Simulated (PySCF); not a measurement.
A structure optimised at PBE-D3(BJ)/def2-SVP, used in a PySCF frequency run:

```xyz
10

B     -0.3957    -0.2243     0.0025
Cl    -1.9291    -1.0854     0.0045
Ge    -0.2457     1.5391    -1.0829
H      0.2390     1.1795    -2.5186
H     -1.5970     2.2903    -1.2205
H      0.8119     2.5054    -0.4829
Ge     1.1970    -1.0039     1.0809
H      1.2331    -0.2928     2.4661
H      1.0857    -2.5306     1.3369
H      2.5577    -0.7035     0.3941
```
Charge 0, spin multiplicity 1.

Write its SMILES and formula.

Cl[B]([GeH3])[GeH3], BClGe2H6

What are its rotational constants (standard atomic weights)?

2.1556, 0.97129, 0.68087 GHz
